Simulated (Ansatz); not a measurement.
Ideal-gas functions of `[CH3][Ga]([Cl])[C]#N` at 400 K and 1 bar, from an Ansatz frequency run at PBE0-D4/def2-TZVP.

Molar mass 146.23 g/mol, point group Cs (symmetry number 1), electronic degeneracy 1, moments of inertia 148.713, 241.728, 387.302 u Å². Harmonic wavenumbers (cm⁻¹, unscaled): 27, 90, 117, 134, 256, 315, 414, 466, 609, 725, 774, 1237, 1442, 1445, 2318, 3064, 3146, 3176.

Use S(trans) = R[1.5 ln M + 2.5 ln T − 1.1517]; rotational temperatures θ = 24.2544 K / I; S(rot) = R[ln(√π/σ · √(T³/θAθBθC)) + 1.5]; for each mode x = 1.438777 ν̃/T, S = R[x/(eˣ − 1) − ln(1 − e⁻ˣ)] and H = RT x/(eˣ − 1); 1 cm⁻¹ = 0.0119627 kJ/mol; R = 8.31446 J/(mol·K).

Task: By hand: the entropy, in J/(mol·K).

Result: Translation 177.1. Rotation: θ = 0.1631, 0.1003, 0.0626 K, giving 120.6. Vibration, mode by mode: 27.71, 17.73, 15.57, 14.46, 9.29, 7.71, 5.73, 4.93, 3.28, 2.36, 2.05, 0.54, 0.29, 0.29, 0.02, 0.00, 0.00, 0.00, in all 112.0. Electronic 0.0. Sum 409.7 J/(mol·K).

Task: By hand: H − E and G − E in kJ/mol, counted from the electronic energy.

Result: Zero-point energy ½ × 19755 × 0.0119627 = 118.2; thermal vibration 20.4; translation, rotation and pV give 4 RT = 13.3. H − E = 151.9 kJ/mol, and G − E = 151.9 − 400 × 409.7/1000 = -12.0 kJ/mol.

Vibration gives 27 % of the entropy, 75.5 J/(mol·K) of it from the modes under 150 cm⁻¹: soft modes count most, and the harmonic formula is weakest for them.
